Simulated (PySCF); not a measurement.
# Electron correlation in Si (silicon, neutral)

[Ne] 3s1 3p3, high-spin 5S determinant (an excited configuration). Calculation: PySCF 2.14, in dyall-av3z; scalar relativity by spin-free X2C-1e. Frozen: [Ne]; 4 electrons correlated; the 23 highest virtual orbitals of each spin left out.

| level | correlation energy (mhartree) |
| --- | --- |
| CCSD | -30.15 |
| (T) | -0.54 |
| CCSD(T) | -30.69 |

Diagnostics: T1 = 0.0023, D1 = 0.0060, largest double amplitude 0.044.

Cost of the coupled-cluster step: roughly 2.4 core-seconds, for 4 correlated electrons.

Iterations:

```
CC2 = 0
CCSD nocc = (np.int64(4), np.int64(0)), nmo = (56, 56)
frozen orbitals [[0, 1, 2, 3, 4, 61, 62, 63, 64, 65, 66, 67, 68, 69, 70, 71, 72, 73, 74, 75, 76, 77, 78, 79, 80, 81, 82, 83], [0, 1, 2, 3, 4, 61, 62, 63, 64, 65, 66, 67, 68, 69, 70, 71, 72, 73, 74, 75, 76, 77, 78, 79, 80, 81, 82, 83]]
max_cycle = 100
direct = 0
conv_tol = 1e-08
conv_tol_normt = 1e-06
diis_space = 8
diis_start_cycle = 0
Init t2, MP2 energy = -0.0218276634897365
Init E_corr(UCCSD) = -0.0218276634905468
cycle = 1  E_corr(UCCSD) = -0.0276910845442079  dE = -0.00586342105  norm(t1,t2) = 0.0344451
cycle = 2  E_corr(UCCSD) = -0.0293829179631744  dE = -0.00169183342  norm(t1,t2) = 0.0109837
cycle = 3  E_corr(UCCSD) = -0.0301561090205597  dE = -0.000773191057  norm(t1,t2) = 0.00366608
cycle = 4  E_corr(UCCSD) = -0.030149198926054  dE = 6.91009451e-06  norm(t1,t2) = 0.000199425
cycle = 5  E_corr(UCCSD) = -0.0301493265236276  dE = -1.27597574e-07  norm(t1,t2) = 3.11113e-05
cycle = 6  E_corr(UCCSD) = -0.0301490178381441  dE = 3.08685484e-07  norm(t1,t2) = 4.39082e-06
cycle = 7  E_corr(UCCSD) = -0.0301491671198623  dE = -1.49281718e-07  norm(t1,t2) = 7.97772e-07
cycle = 8  E_corr(UCCSD) = -0.0301491229418271  dE = 4.41780352e-08  norm(t1,t2) = 1.83762e-07
cycle = 9  E_corr(UCCSD) = -0.0301491267000063  dE = -3.75817925e-09  norm(t1,t2) = 3.32428e-08
UCCSD converged
E(UCCSD) = -289.3958990965565  E_corr = -0.03014912670000633
UCCSD(T) correction = -0.000540873078956511
```
